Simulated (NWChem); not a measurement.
System: BiBr₃; SMILES [Br][Bi]([Br])[Br]

Here is an NWChem input.

```
start job
memory heap 200 mb stack 900 mb global 1100 mb
geometry units angstroms noautosym nocenter noautoz
  Bi     0.000000     0.000000     0.658335
  Br    -1.353118    -1.862285    -0.568939
  Br    -0.936227     2.102978    -0.568939
  Br     2.289346    -0.240692    -0.568939
end
basis spherical
  Bi library def2-svp
  Br library def2-svp
end
ecp
  Bi library def2-ecp
end
dft
  xc m06-2x
  iterations 150
  vectors input atomic output neutral.movecs
end
task dft energy
charge 1
dft
  odft
  mult 2
  vectors input atomic output cation.movecs
end
task dft energy
```

Excerpt of the output:

```
             Northwest Computational Chemistry Package (NWChem) 7.3.0
             --------------------------------------------------------

                             Geometry "geometry" -> ""
                             -------------------------

 Output coordinates in angstroms (scale by  1.889725989 to convert to a.u.)

  No.       Tag          Charge          X              Y              Z
 ---- ---------------- ---------- -------------- -------------- --------------
    1 Bi                  83.0000     0.00000000     0.00000000     0.65833500
    2 Br                  35.0000    -1.35311800    -1.86228500    -0.56893900
    3 Br                  35.0000    -0.93622700     2.10297800    -0.56893900
    4 Br                  35.0000     2.28934600    -0.24069200    -0.56893900

 Effective nuclear repulsion energy (a.u.)    2255.6084859689

                                 NWChem DFT Module
                                 -----------------

 Summary of "ao basis" -> "ao basis" (spherical)
 ------------------------------------------------------------------------------
       Tag                 Description            Shells   Functions and Types
 ---------------- ------------------------------  ------  ---------------------
 Bi                         def2-svp                10       26   4s4p2d
 Br                         def2-svp                12       32   5s4p3d

            General Information
            -------------------
          SCF calculation type: DFT
          Wavefunction type:  closed shell.
          No. of atoms     :     4
          No. of electrons :   128
           Alpha electrons :    64
            Beta electrons :    64
          Charge           :     0
          Spin multiplicity:     1
          Use of symmetry is: off; symmetry adaption is: off
          Maximum number of iterations: 150
          AO basis - number of functions:   122
                     number of shells:    46
          Convergence on energy requested:  1.00D-06
          Convergence on density requested:  1.00D-05
          Convergence on gradient requested:  5.00D-04

              XC Information
              --------------
                       M06-2X Method XC Functional
                     Hartree-Fock (Exact) Exchange  0.540
                        M06-2X Exchange Functional  1.000
                      M06-2X Correlation Potential  1.000

             Grid Information
             ----------------
          Grid used for XC integration:  medium
          Radial quadrature: Mura-Knowles
          Angular quadrature: Lebedev.
          Tag              B.-S. Rad. Rad. Pts. Rad. Cut. Ang. Pts.
          ---              ---------- --------- --------- ---------
          Bi                  1.60      123           8.0       590
          Br                  1.15      112          11.0       590
          Grid pruning is: on
          Number of quadrature shells:   459
          Spatial weights used:  Erf1

      Superposition of Atomic Density Guess
      -------------------------------------

 Sum of atomic energies:       -7961.67643819

      Non-variational initial energy
      ------------------------------

 Total energy =   -7930.041384
 1-e energy   =  -13072.363679
 2-e energy   =    4164.682049
 HOMO         =      -0.317596
 LUMO         =      -0.024048

   convergence    iter        energy       DeltaE   RMS-Dens  Diis-err
 ---------------- ----- ----------------- --------- --------- ---------
 d= 0,ls=0.0,diis     1  -7936.1904071365 -8.91D+03  1.69D-02  6.25D-01
 d= 0,ls=0.0,diis     2  -7936.1607289548  2.97D-02  7.50D-03  7.89D-01
 d= 0,ls=0.0,diis     3  -7936.2857192101 -1.25D-01  8.65D-04  7.44D-03
 d= 0,ls=0.0,diis     4  -7936.2863861949 -6.67D-04  2.54D-04  7.84D-04
 d= 0,ls=0.0,diis     5  -7936.2864559260 -6.97D-05  8.79D-05  1.22D-05
  Resetting Diis
 d= 0,ls=0.0,diis     6  -7936.2864596596 -3.73D-06  1.30D-05  1.09D-06
 d= 0,ls=0.0,diis     7  -7936.2864599065 -2.47D-07  5.88D-06  5.35D-08

         Total DFT energy =    -7936.286459906514
      One electron energy =   -13074.031241038849
           Coulomb energy =     4451.528513319311
    Exchange-Corr. energy =     -291.423977231606
 Nuclear repulsion energy =      977.640245044628

 Numeric. integr. density =      128.000000050765

                       DFT Final Molecular Orbital Analysis
                       ------------------------------------

 Vector   62  Occ=2.000000D+00  E=-3.512493D-01
              MO Center=  5.1D-01,  4.0D-01, -5.2D-01, r^2= 6.3D+00
   Bfn.  Coefficient  Atom+Function         Bfn.  Coefficient  Atom+Function
  ----- ------------  ---------------      ----- ------------  ---------------
   105      0.312254  4 Br px               107      0.273900  4 Br pz
   102      0.259247  4 Br px                73      0.240185  3 Br px
   104      0.236030  4 Br pz                75     -0.233596  3 Br pz
    41      0.211074  2 Br px                70      0.205510  3 Br px
    72     -0.201296  3 Br pz                74     -0.194655  3 Br py

 Vector   63  Occ=2.000000D+00  E=-3.479982D-01
              MO Center= -1.7D-04, -3.9D-04, -5.5D-01, r^2= 6.7D+00
   Bfn.  Coefficient  Atom+Function         Bfn.  Coefficient  Atom+Function
  ----- ------------  ---------------      ----- ------------  ---------------
   106     -0.364319  4 Br py                73      0.334636  3 Br px
   103     -0.308116  4 Br py                41     -0.296453  2 Br px
    70      0.283009  3 Br px                38     -0.250728  2 Br px
    42      0.215350  2 Br py               100      0.205373  4 Br py
    67     -0.188639  3 Br px                39      0.182133  2 Br py

[...]
```

Level: M06-2X/def2-SVP with def2 effective core potentials on Bi, vertical spin-unrestricted ions. The geometry was optimised at PBE0/def2-SVP. Not confirmed as a minimum by frequencies. def2 effective core potentials on Bi; no spin-orbit coupling.
